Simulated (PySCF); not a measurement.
**Where the electron goes**

MeSiCl3, CH3Cl3Si.
Atom-mapped SMILES: `[CH3:1][Si:2]([Cl:3])([Cl:4])[Cl:5]` (hydrogens: H6, H7, H8 on C1)

Structure used (GFN2-xTB), in Å, numbered top down from 1:
```
atom  x, y, z in Å
C1     1.0572    0.0001    0.1070
Si2   -0.8322    0.0013   -0.0901
Cl3   -1.7118   -0.4706    1.6691
Cl4   -1.3848   -1.3547   -1.4854
Cl5   -1.4670    1.8329   -0.6681
H6     1.5512    0.2465   -0.8286
H7     1.3765    0.7278    0.8479
H8     1.4200   -0.9739    0.4236
```

The calculation used TDDFT CAM-B3LYP/def2-SVPD, vertical, gas phase, core orbitals frozen in the response in PySCF.

Kohn–Sham orbitals with the atoms that hold most of them (Löwdin shares over 4%, at most four atoms; ? is withheld):

| orbital | ε (eV) | atoms |
| --- | --- | --- |
| LUMO+2 | 1.62 | Cl5 39%, Cl3 26%, Si2 14%, Cl4 12% |
| LUMO+1 | 1.42 | Si2 19%, Cl4 18%, Cl3 18%, Cl5 18% |
| LUMO | 0.62 | Si2 26%, Cl4 19%, Cl3 19%, Cl5 19% |
| HOMO | -10.65 | ? |
| HOMO-1 | -10.71 | ? |
| HOMO-2 | -11.01 | Cl5 46%, Cl3 36%, Cl4 11% |
| HOMO-3 | -11.01 | Cl4 51%, Cl3 26%, Cl5 16% |

Q: Which atoms hold the HOMO-1, and with what shares?

A: C1 (bonded to Si and 3 H) 25%; Cl5 (bonded to Si) 18%; Cl3 (bonded to Si) 18%; Cl4 (bonded to Si) 18%. By element: chlorine 55%, carbon 25%.

Q: Give the leading atoms of the HOMO.

A: Cl5 (bonded to Si) 34%; Cl3 (bonded to Si) 33%; Cl4 (bonded to Si) 33%.

Within 0.005 eV of a neighbour in this list lie HOMO-3/HOMO-2 (point group found: C3v); within a degenerate set the shares of single atoms can hang on how the components are chosen.

Q: The HOMO–LUMO gap is 11.27 eV. Where does the response calculation put the lowest singlet, and from which orbitals?

A: S1 is at 8.01 eV (f = 0.0000), 3.26 eV below the gap, made of HOMO→LUMO (67%), HOMO→LUMO+1 (23%). Without the coupling terms of the response equations the lowest excitation would equal the gap.

Next come S2 at 8.29 eV (f 0.118), HOMO-1→LUMO (68%), HOMO-1→LUMO+1 (20%); S3 at 8.34 eV (f 0.030), HOMO-3/HOMO-2→LUMO (≥58%), HOMO-3/HOMO-2→LUMO+1 (≥17%), HOMO-1→LUMO+2 (10%); S4 at 8.34 eV (f 0.030), HOMO-3/HOMO-2→LUMO (≥58%), HOMO-3/HOMO-2→LUMO+1 (≥17%), HOMO-1→LUMO+3 (10%); S5 at 8.82 eV (f 0.050), HOMO→LUMO+2 (34%), HOMO-5→LUMO (31%), HOMO-5→LUMO+1 (9%).

Orbitals of the list HOMO-3 to LUMO+2 that lie within 0.01 eV of each other are written together with a slash and their weights summed (≥ marks a lower bound); for degenerate orbitals outside that list single weights are arbitrary.

Löwdin shares depend on the basis, the more so with diffuse functions.
